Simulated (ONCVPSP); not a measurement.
# Reading a pseudo-wave (Sc (Z = 21))

Columns: radius, all-electron u(r) and pseudo u(r) of the 3s shell (level -55.05 eV) of scandium in the configuration [Ne] 3s2 3p6 3d1 4s2; PW91, scalar-relativistic, ONCV scheme, ONCVPSP 4.0.1.

```json
{"r (bohr)": "0.098", "all-electron": "-0.0145", "pseudo": "0.1617"}
{"r (bohr)": "0.195", "all-electron": "-0.5170", "pseudo": "0.3177"}
{"r (bohr)": "0.292", "all-electron": "-0.4826", "pseudo": "0.4655"}
{"r (bohr)": "0.390", "all-electron": "-0.1416", "pseudo": "0.6024"}
{"r (bohr)": "0.488", "all-electron": "0.2642", "pseudo": "0.7225"}
{"r (bohr)": "0.585", "all-electron": "0.6082", "pseudo": "0.8209"}
{"r (bohr)": "0.682", "all-electron": "0.8550", "pseudo": "0.8959"}
{"r (bohr)": "0.780", "all-electron": "1.0042", "pseudo": "0.9456"}
{"r (bohr)": "0.878", "all-electron": "1.0685", "pseudo": "0.9685"}
{"r (bohr)": "0.975", "all-electron": "1.0692", "pseudo": "0.9652"}
{"r (bohr)": "1.072", "all-electron": "1.0269", "pseudo": "0.9387"}
{"r (bohr)": "1.170", "all-electron": "0.9569", "pseudo": "0.8917"}
{"r (bohr)": "1.268", "all-electron": "0.8722", "pseudo": "0.8294"}
{"r (bohr)": "1.365", "all-electron": "0.7826", "pseudo": "0.7574"}
{"r (bohr)": "1.463", "all-electron": "0.6923", "pseudo": "0.6795"}
{"r (bohr)": "1.560", "all-electron": "0.6069", "pseudo": "0.6013"}
{"r (bohr)": "1.658", "all-electron": "0.5269", "pseudo": "0.5250"}
{"r (bohr)": "1.755", "all-electron": "0.4550", "pseudo": "0.4545"}
{"r (bohr)": "1.852", "all-electron": "0.3907", "pseudo": "0.3906"}
{"r (bohr)": "1.950", "all-electron": "0.3333", "pseudo": "0.3333"}
{"r (bohr)": "2.047", "all-electron": "0.2838", "pseudo": "0.2838"}
{"r (bohr)": "2.145", "all-electron": "0.2404", "pseudo": "0.2404"}
{"r (bohr)": "2.242", "all-electron": "0.2034", "pseudo": "0.2034"}
{"r (bohr)": "2.340", "all-electron": "0.1714", "pseudo": "0.1714"}
{"r (bohr)": "2.438", "all-electron": "0.1442", "pseudo": "0.1442"}
{"r (bohr)": "2.535", "all-electron": "0.1213", "pseudo": "0.1213"}
```

(1) How many radial nodes do the two functions have?

(2) At about which radius was the pseudo-wave matched?

(3) Where does each function peak?

(4) Is the pseudo-wave norm-conserving?

Results:

(1) The all-electron 3s function has n − l − 1 = 2 (the table is too coarse to show those close to the nucleus); the pseudo-wave has 0, since the states of the same l below it are removed with the core.

(2) 1.95 bohr. The columns agree to 0.0005 from 1.85 bohr on; several derivatives are matched, so the curves merge somewhat inside the radius.

(3) Outermost all-electron maximum near 0.97 bohr, pseudo maximum near 0.88 bohr (to the table’s step).

(4) Yes: the ONCV scheme keeps the norm inside the radius equal to the all-electron one, which fixes the energy derivative of the logarithmic derivative at the level.
